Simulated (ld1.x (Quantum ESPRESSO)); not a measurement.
# An all-electron radial function and its pseudo partner (neon)

Columns: radius, all-electron u(r) and pseudo u(r) of the 2s shell (level -77.69 eV) of neon in the configuration [He] 2s2 2p4; LDA (PZ), scalar-relativistic, PAW scheme, ld1.x (Quantum ESPRESSO) 7.5.

```csv
r (bohr),all-electron,pseudo
0.090,0.5117,-0.1383
0.180,0.1952,-0.3048
0.270,-0.2679,-0.5085
0.360,-0.6580,-0.7310
0.450,-0.9238,-0.9330
0.540,-1.0729,-1.0729
0.630,-1.1306,-1.1306
0.720,-1.1235,-1.1235
0.810,-1.0739,-1.0739
0.900,-0.9989,-0.9989
0.990,-0.9107,-0.9107
1.080,-0.8176,-0.8176
1.170,-0.7253,-0.7253
1.260,-0.6372,-0.6372
1.350,-0.5554,-0.5554
1.440,-0.4808,-0.4808
1.530,-0.4139,-0.4139
1.620,-0.3546,-0.3546
1.710,-0.3025,-0.3025
1.800,-0.2571,-0.2571
1.890,-0.2178,-0.2178
1.980,-0.1840,-0.1840
2.070,-0.1550,-0.1550
2.160,-0.1303,-0.1303
2.250,-0.1092,-0.1092
2.340,-0.0914,-0.0914
```

Problem. How many radial nodes do the two functions have?

Solution. The all-electron 2s function has n − l − 1 = 1; the pseudo-wave has 0, since the states of the same l below it are removed with the core.

Problem. At about which radius was the pseudo-wave matched?

Solution. 0.55 bohr, where the columns begin to agree (steps of 0.09 bohr).

Problem. Is the pseudo-wave norm-conserving?

Solution. No, it belongs to a PAW set: the norm inside the radius is not constrained, and the difference is carried by the augmentation charge.
